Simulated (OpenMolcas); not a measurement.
Mn⁺.

| Item | Value |
| --- | --- |
| Program | OpenMolcas 26.06 |
| Basis | ANO-R2 [7s4p4d2f1g] |
| Scalar Hamiltonian | X2C, finite nucleus |
| Active space | 6 electrons in 6 orbitals (3d 4s) |
| State averaging | 2S+1 = 7 even, 1 root; 2S+1 = 5 even, 18 roots kept (CI in the orbitals of an earlier block); 2S+1 = 3 even, 9 roots kept (CI in the orbitals of an earlier block) |
| Spin-orbit coupling | state interaction with AMFI integrals over the reference wave functions, term energies averaged over their components |

Two sets of levels on these reference wave functions, in cm-1 above 3d5 4s 7S3: one from CASSCF and one from SS-CASPT2, IPEA 0.25 Eh, imaginary shift 0.1 Eh (closed shells correlated: 3s 3p).

| Level | Set 1 | Set 2 |
| --- | --- | --- |
| 3d5 4s 7S3 | 0.0 | 0.0 |
| 3d5 4s 5S2 | 12320 | 9160 |
| 3d5 4s 5G4 | 33670 | 29700 |
| 3d5 4s 5G5 | 33670 | 29700 |
| 3d5 4s 5G3 | 33670 | 29700 |
| 3d5 4s 5G6 | 33670 | 29700 |
| 3d5 4s 5G2 | 33670 | 29700 |

**Question.** Which set is which?

**Answer.** Set 2 is SS-CASPT2. Its levels of the other terms of 3d5 4s lie at 0.74 to 0.88 of the other set's values, as expected, since terms of lower spin or lower L gain more correlation energy than the Hund ground term. Against 6 measured levels (NIST Handbook of Basic Atomic Spectroscopic Data) the mean absolute deviation is 1800 cm-1 with it and 5600 cm-1 without; single levels miss by up to 2200 cm-1 with it.

CASPT2 breaks the degeneracy within a term, and the mean is taken; among the terms shown or strongly mixed into the levels shown the widest spread is 29 cm-1 (3d5 4s 5G, SS-CASPT2). Terms from blocks run as CI alone lack orbitals of their own. No level of 3d6 was computed, though it lies in the active space. Without dynamic correlation excited terms often stand tens of per cent too high (terms of higher spin than the ground term too low), and those without a measured partner can miss by more than the paired ones (holds for CASSCF). Computed and measured levels are paired by configuration, term and J; levels that our copy of the source lacks, or whose pairing is in doubt (as where it misses far off the trend of its configuration), stay unpaired and out of the deviations. Levels of configurations outside the active space are missing. The table leaves out levels that lie high or whose names do not pair safely across all columns.
